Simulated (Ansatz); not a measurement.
`C[Si](C)(C)[Si](C)(C)[Si](C)(C)[Si](C)(C)[Si](C)(C)[Si](C)(C)[Si](C)(C)[Si](C)(C)C`, 80 atoms. Hardware: 2 threads of AMD EPYC 7R13 on a shared host and a share (18 GiB) of an NVIDIA H100 80GB HBM3.

Single mean-field runs in def2-SVP are fitted with def2-universal-jkfit.

Problem. How many basis functions does each of these Ansatz runs have, and roughly what does it cost? r2SCAN-D4/def2-SVP, charge 0 singlet, energy and forces, from earlier orbitals; PBE-D4/def2-SVP, charge 1 doublet at the geometry of the charge 0 singlet, energy, from earlier orbitals; PBE0-D4/def2-SVP, charge 0 singlet, energy, from earlier orbitals; PBE-D4/def2-SVP, charge -1 doublet at the geometry of the charge 0 singlet, energy, from earlier orbitals; r2SCAN-D4/def2-SVP, charge 0 singlet, relaxation, 10 steps; PBE-D4/def2-SVP, charge 0 singlet, energy and forces, from earlier orbitals; PBE0-D4/def2-SVP, charge 0 triplet at the geometry of the charge 0 singlet, energy; PBE-D4/def2-SVP, charge 0 triplet at the geometry of the charge 0 singlet, energy, from earlier orbitals; PBE0-D4/def2-SVP, charge -1 doublet at the geometry of the charge 0 singlet, energy; PBE0-D4/def2-SVP, charge 1 doublet at the geometry of the charge 0 singlet, energy.

Solution. Other jobs shared the machine, so times can vary by a factor of up to 3.

```
                                                                                                      run  functions  fitting or Cholesky vectors  wall time  peak host memory (GiB)
 PBE-D4/def2-SVP, charge 0 triplet at the geometry of the charge 0 singlet, energy, from earlier orbitals        666                         3346      7.5 s                     1.3
                                        PBE0-D4/def2-SVP, charge 0 singlet, energy, from earlier orbitals        666                         3346        8 s                     1.1
 PBE-D4/def2-SVP, charge 1 doublet at the geometry of the charge 0 singlet, energy, from earlier orbitals        666                         3346        8 s                     1.3
                              PBE-D4/def2-SVP, charge 0 singlet, energy and forces, from earlier orbitals        666                         3346       10 s                     1.1
PBE-D4/def2-SVP, charge -1 doublet at the geometry of the charge 0 singlet, energy, from earlier orbitals        666                         3346       10 s                     1.4
                           r2SCAN-D4/def2-SVP, charge 0 singlet, energy and forces, from earlier orbitals        666                         3346       11 s                     1.2
                       PBE0-D4/def2-SVP, charge 1 doublet at the geometry of the charge 0 singlet, energy        666                         3346       12 s                     1.3
                      PBE0-D4/def2-SVP, charge -1 doublet at the geometry of the charge 0 singlet, energy        666                         3346       15 s                     1.3
                       PBE0-D4/def2-SVP, charge 0 triplet at the geometry of the charge 0 singlet, energy        666                         3346       21 s                     1.4
                                               r2SCAN-D4/def2-SVP, charge 0 singlet, relaxation, 10 steps        666                         3346       98 s                     1.2
```
